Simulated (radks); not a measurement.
The numbers below are computed, except where a source is named.
All-electron atom: the platinum ion Pt59+ in [Ar] 3d1. Level of theory: Dirac Kohn-Sham, LB94 model potential, spin-unpolarised, spherical densities, finite nucleus; open shells fill j = l - 1/2 first; Fermi nuclear charge, rms radius 5.427 fm (a radial shooting solver on a logarithmic mesh with Libxc functionals).

Normalised radial functions P(r) = r R(r) (large component), r in bohr:

r	2p1/2	2p3/2	3p1/2
0.000891	0.0747	0.0105	0.0407
0.001227	0.1041	0.0191	0.0568
0.001703	0.1483	0.0352	0.0809
0.002346	0.2126	0.0634	0.1159
0.003256	0.3123	0.1149	0.1702
0.004485	0.4599	0.2024	0.2502
0.006225	0.6880	0.3550	0.3732
0.008573	1.0168	0.5992	0.5486
0.0119	1.4943	0.9897	0.7977
0.01639	2.1086	1.5414	1.1042
0.02275	2.8441	2.2736	1.4323
0.03133	3.5164	3.0452	1.6342
0.04349	3.8833	3.6388	1.4810
0.0599	3.6362	3.6837	0.7277
0.08315	2.6927	2.9728	-0.6773
0.1145	1.4659	1.7804	-2.1206
0.159	0.5047	0.6892	-2.6967
0.2189	0.0987	0.1555	-1.9860
0.3039	0.0080	0.0152	-0.7955
0.4185	0.0002	0.0005	-0.1543
0.5809	0.0000	0.0000	-0.0103

2p1/2: eigenvalue -17608.3 eV, 0 radial nodes, <r> = 0.0585 bohr, 90 % of the charge inside 0.0973 bohr. 2p3/2: eigenvalue -15842.8 eV, 0 radial nodes, <r> = 0.0667 bohr, 90 % of the charge inside 0.108 bohr. 3p1/2: eigenvalue -6825.6 eV, 1 radial node at r = 0.0720 bohr, <r> = 0.165 bohr, 90 % of the charge inside 0.247 bohr.
